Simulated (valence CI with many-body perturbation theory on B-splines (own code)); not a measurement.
## E1 transitions of Tc¹⁰⁺

Computed by valence CI with perturbative core correlation (CI+MBPT): five valence electrons over a frozen Dirac-Fock core [Ar] 3d10, radial functions for each j: 9 s, 9 p, 8 d, 6 f, 3 g, 1 h, with the one-electron correlation potential Σ1 (screened to all orders), the two-electron term Σ2, the three-electron term Σ3, Breit, model QED; selected single and double excitations, second order for the rest, scaled by the run's own slope (own B-spline code, finite nucleus).

No measured levels were compared; by estimate levels hold to about 250 cm⁻¹ or 0.2 % of their energy and the worst to 1 %, as in measured heavy ions of charge 2 to 7; those with d or f electrons hold less well. Among the levels kept, up to 650 cm⁻¹ of a level comes from second order outside the variational space, and about a tenth of that is noise between levels of different J, which matters for small intervals.

Lines 151 to 177 of 177 in falling wavelength, among levels below 609130 cm⁻¹, chosen from the strongest by gf and those to the six lowest levels. Wavelengths and rates use the calculated energies, so an error of 700 cm⁻¹ moves a line at 21.98 nm by 0.15 % and its rate by three times that or more. Electric multipoles are in the length gauge, E1 and E2 with the static RPA response of the core. Weak lines are less certain than strong ones. Lines between different terms over intervals too small for the method are left out, as are lines whose strength nearly cancels.

Names give the largest LS component (configuration and term), which can be under half, so a name can repeat, a term be missing and a line seem to break the LS rules; names also repeat where a configuration has a term twice. Letters in brackets count levels of one name in rising energy.

```
λ vac (nm)                  Upper            Lower   A (s⁻¹)  log gf  Branch %
     21.98  4s2 4p2 4d 2P_1/2 [a]  4s2 4p3 4S°_3/2  5.10e+10   -0.13      58.4
     21.92  4s2 4p2 4d 2D_3/2 [b]  4s2 4p3 2D°_3/2  9.06e+10    0.42      74.9
     21.90      4s2 4p2 4d 4P_3/2  4s2 4p3 4S°_3/2  1.04e+11    0.48      93.0
     21.83  4s2 4p2 4d 2F_5/2 [b]  4s2 4p3 2D°_5/2  2.68e+10    0.06      15.9
     21.65  4s2 4p2 4d 2P_1/2 [b]  4s2 4p3 2D°_3/2  8.61e+09   -0.92       9.0
     21.64  4s2 4p2 4d 2D_5/2 [b]  4s2 4p3 2D°_3/2  1.76e+10   -0.13      78.0
     21.54      4s2 4p2 4d 4P_1/2  4s2 4p3 4S°_3/2  8.70e+10    0.08      67.4
     21.50  4s2 4p2 4d 2D_3/2 [a]  4s2 4p3 4S°_3/2  3.27e+10   -0.04      73.8
     21.35  4s2 4p2 4d 2F_5/2 [b]  4s2 4p3 2D°_3/2  1.32e+11    0.73      78.3
     21.29  4s2 4p2 4d 2P_3/2 [b]  4s2 4p3 2D°_5/2  3.00e+08   -2.09       0.3
     21.29  4s2 4p2 4d 2D_3/2 [c]  4s2 4p3 2P°_1/2  1.01e+11    0.44      68.4
     21.28  4s2 4p2 4d 2F_7/2 [b]  4s2 4p3 2D°_5/2  1.81e+11    0.99     100.0
     20.91  4s2 4p2 4d 2D_5/2 [a]  4s2 4p3 4S°_3/2  1.66e+10   -0.18      15.6
     20.90      4s2 4p2 4d 2S_1/2  4s2 4p3 2D°_3/2  2.27e+10   -0.53      21.6
     20.84  4s2 4p2 4d 2P_3/2 [b]  4s2 4p3 2D°_3/2  2.24e+09   -1.23       2.1
     20.59  4s2 4p2 4d 2D_3/2 [b]  4s2 4p3 4S°_3/2  3.03e+05   -5.11       0.0
     20.38  4s2 4p2 4d 2D_3/2 [c]  4s2 4p3 2D°_5/2  3.28e+08   -2.09       0.2
     20.35  4s2 4p2 4d 2P_1/2 [b]  4s2 4p3 4S°_3/2  1.50e+08   -2.73       0.2
     20.34  4s2 4p2 4d 2D_5/2 [b]  4s2 4p3 4S°_3/2  3.03e+08   -1.95       1.3
     20.27  4s2 4p2 4d 2D_5/2 [c]  4s2 4p3 2D°_5/2  7.26e+09   -0.57       4.5
     20.09  4s2 4p2 4d 2F_5/2 [b]  4s2 4p3 4S°_3/2  7.04e+09   -0.59       4.2
     19.96  4s2 4p2 4d 2D_3/2 [c]  4s2 4p3 2D°_3/2  4.89e+06   -3.93       0.0
     19.86  4s2 4p2 4d 2D_5/2 [c]  4s2 4p3 2D°_3/2  2.28e+09   -1.09       1.4
     19.68      4s2 4p2 4d 2S_1/2  4s2 4p3 4S°_3/2  3.93e+06   -4.34       0.0
     19.64  4s2 4p2 4d 2P_3/2 [b]  4s2 4p3 4S°_3/2  3.55e+07   -3.09       0.0
     18.85  4s2 4p2 4d 2D_3/2 [c]  4s2 4p3 4S°_3/2  3.60e+08   -2.12       0.2
     18.77  4s2 4p2 4d 2D_5/2 [c]  4s2 4p3 4S°_3/2  8.57e+08   -1.57       0.5
```

(1) How does gf follow from A for the line at 19.86 nm?

Results:

(1) gf = 1.4992 × (2J+1)_upper × A / σ², with σ = 503440 cm⁻¹ and 2J+1 = 6: gf = 0.0811.
